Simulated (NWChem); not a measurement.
Species: hexafluoroethane (C₂F₆); SMILES FC(F)(F)C(F)(F)F

```xyz
8

F     -0.4863     1.1468    -1.2185
C      0.0000     0.0000    -0.7710
F      1.2363    -0.1522    -1.2185
F     -0.7500    -0.9946    -1.2185
C      0.0000     0.0000     0.7710
F      0.7557     0.9902     1.2185
F     -1.2354     0.1593     1.2185
F      0.4797    -1.1495     1.2185
```
Atoms are numbered in this order, from 1.

Program: NWChem. Medium grid unless said otherwise, to which SCAN and Minnesota functionals are sensitive. Coordinates come from a PBE0/def2-SVP optimisation. Hybrids' shares of exact exchange are those that their runs print; pure functionals count as 0. The functionals differ in more than this share.

```
row                                     share of exact exchange  highest occupied level (eV)
--------------------------------------  -----------------------  ---------------------------
LDA (Slater exchange, VWN5)/def2-TZVPD                     0.00                        -9.75
PBE/def2-TZVPD                                             0.00                        -9.50
B3LYP/def2-TZVPD                                           0.20                       -11.19
PBE0/def2-TZVPD                                            0.25                       -11.38
M06-2X/def2-TZVPD                                          0.54                     withheld
Hartree-Fock/def2-TZVPD                                    1.00                       -16.20
```

Fit a straight line of the last column on the one before it, predict the withheld value, and compare with the run.


1. Means of the 5 shown rows: x = 0.290, y = -11.604. Slope Σ(x − x̄)(y − ȳ)/Σ(x − x̄)² = -4.457/0.6820 = -6.535; intercept -9.709.
2. The shown rows scatter about the line by 0.126 (root mean square); the largest residual is +0.21, at PBE/def2-TZVPD.
3. At x = 0.54 (M06-2X/def2-TZVPD; inside the shown range) the line gives -13.24.
4. The run gives -13.21, +0.03 from the line, 0.2 times the scatter.
